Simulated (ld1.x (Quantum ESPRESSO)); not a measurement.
# gallium: one change to an RRKJ potential, before and after

```json
{
  "Element": "gallium (Ga)",
  "Generator": "ld1.x (Quantum ESPRESSO) 7.5",
  "Type": "norm-conserving RRKJ (Kleinman–Bylander form)",
  "Functional": "PBEsol",
  "Relativity": "scalar-relativistic",
  "Frozen core": "[Ar] 3d10",
  "Valence charge": "3",
  "Reference configuration": "4s2 4p0 (charge +1)",
  "Partial waves": "4p (bound, empty): rc 2.25 bohr; 4s (bound): rc 1.90 bohr",
  "Local potential": "the s channel",
  "Core correction": "a·sin(br)/r model core inside 1.70 bohr",
  "rho0": "0.01"
}
```

All-electron outer shells of the reference configuration (PBEsol, scalar-relativistic, ld1.x):

| shell | level (eV) | outermost node (bohr) | outermost maximum (bohr) |
| --- | --- | --- | --- |
| 4s | -16.36 | 0.81 | 1.85 |
| 4p | -9.05 | 0.87 | 2.32 |

Change: all radii but the core radius scaled by about 1.23 (s 2.34, p 2.78 bohr).

Cutoffs: the cutoffs (Ry, on a coarse ladder) from which the occupation-weighted sum of valence levels, in a spherical-Bessel basis at the reference potential, stays within 10 and 1 mRy of its value at 400 Ry; they do not see the model core or the augmentation charge, which bear on the density cutoff. Errors are all-electron minus pseudo energies relative to the spin-unpolarised reference configuration.

**Question.** What does the change do?

**Answer.** The potential gets softer (15 Ry and 35 Ry → 10 Ry and 30 Ry); of the 7 tests that both files solve, the error grows in 3 and shrinks in 1 by more than 15 % and 0.3 meV (median size 12.4 → 16.6 meV); neither file shows a bound ghost. A larger radius leaves more room for a smooth pseudo-wave, so fewer plane waves are needed.

```tsv
quantity	base	changed
cutoff, loose	15 Ry	10 Ry
cutoff, tight	35 Ry	30 Ry
bound ghosts	none	none
error for 4s2 4p1, meV [ΔE -5.68 eV]	-10	-8.7
error for 4s1 4p0, meV [ΔE 21.14 eV]	-116	-123
error for 4s2 4p0.5, meV [ΔE -3.65 eV]	-3.7	-3.1
error for 4s1 4p1, meV [ΔE 7.40 eV]	-24	-31
error for 4s1 4p2, meV [ΔE 0.87 eV]	-11	-17
error for 4s0 4p3, meV [ΔE 7.71 eV]	-57	-82
error for 4s2 4p1.3, meV [ΔE -6.21 eV]	-12	-11
```
